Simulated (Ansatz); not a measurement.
Cartesian coordinates in Å:
```
O -2.288 -2.198 -0.133
C -1.353 -1.555 -0.191
Ni 0.134 -0.543 -0.290
P -0.335 1.363 0.726
C 0.565 -0.129 -1.989
O 0.839 0.126 -3.061
C 1.516 -1.275 0.604
O 2.388 -1.741 1.163
H 0.604 2.418 0.748
H -0.632 1.389 2.107
H -1.438 2.146 0.316
```

Charge 0, multiplicity 1.

Problem. List the B3LYP/def2-TZVPP orbital energies in eV (Ansatz 0.2.0). (Estimate.)

Solution. Ansatz gave: Occupied: -8159.51, -2097.96, -974.03, -849.53, -849.53, -849.44, -522.75, -522.75, -522.75, -279.99, -279.99, -279.99, -179.18, -129.14, -129.14, -129.05, -109.59, -71.22, -71.22, -71.03, -31.20, -31.19, -31.19, -18.58, -15.88, -15.47, -15.47, -13.28, -12.80, -12.80, -12.76, -12.68, -12.68, -12.55, -12.27, -12.27, -11.46, -11.46, -10.02, -8.13, -8.13, -6.90, -6.90, -6.72. Lowest empty: -1.25, -0.68, -0.68, -0.57, -0.57, -0.14, 0.34, 0.54.

B3LYP here is the variant with VWN-RPA as its local correlation; programs differ in this.
